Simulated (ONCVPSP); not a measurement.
# Mo (Z = 42): ONCV pseudisation with PBE, fully relativistic reference atom.

- Element: molybdenum (Mo)
- Generator: ONCVPSP 4.0.1
- Type: optimised norm-conserving Vanderbilt (ONCV)
- Functional: PBE
- Relativity: fully relativistic
- Frozen core: [Ar] 3d10
- Valence charge: 14
- Reference configuration: 4s2 4p6 4d6
- Partial waves: 4s: rc 1.06 bohr, ncon 4, nbas 8, qcut 4.7 1/bohr, 1 projector; 4p: rc 1.82 bohr, ncon 4, nbas 8, qcut 6.6 1/bohr, 2 projectors, debl 3.4 Ha; 4d: rc 1.64 bohr, ncon 4, nbas 8, qcut 5 1/bohr, 2 projectors, debl 3.9 Ha
- Local potential: polynomial inside 1.06 bohr (lpopt 5, dvloc0 0 Ha)
- Core correction: none

Open shells are filled in proportion to 2j + 1.

Poles of the logarithmic derivatives, all-electron (AE) and pseudo (PS). s: poles at 4.2 (AE) and -0.2 (PS) Ha. p3/2: poles at -0.8 (AE) and -0.8 (PS) Ha. p1/2: poles at -0.9 (AE) and -0.9 (PS) Ha. d5/2: poles at 1.6 (AE) and 1.6 (PS) Ha. d3/2: poles at 1.6 (AE) and 1.6 (PS) Ha. Test radii: s 1.08, p3/2 1.85, p1/2 1.85, d5/2 1.67, d3/2 1.67 bohr.

- Cutoffs needed: 146 Ha and 167 Ha (the cutoffs (Ha) at which the residual kinetic energy of the hardest occupied pseudo-wave falls to 1 and 0.1 mHa per electron)
- Ghost test: ghosts flagged at negative energy: s at -4.3 eV; GHOST(+) flagged for d5/2 at 366.7 eV; a true bound ghost makes a file unfit for plane-wave use
- Configuration tests: 3 of 4 tests not solved or not reliable
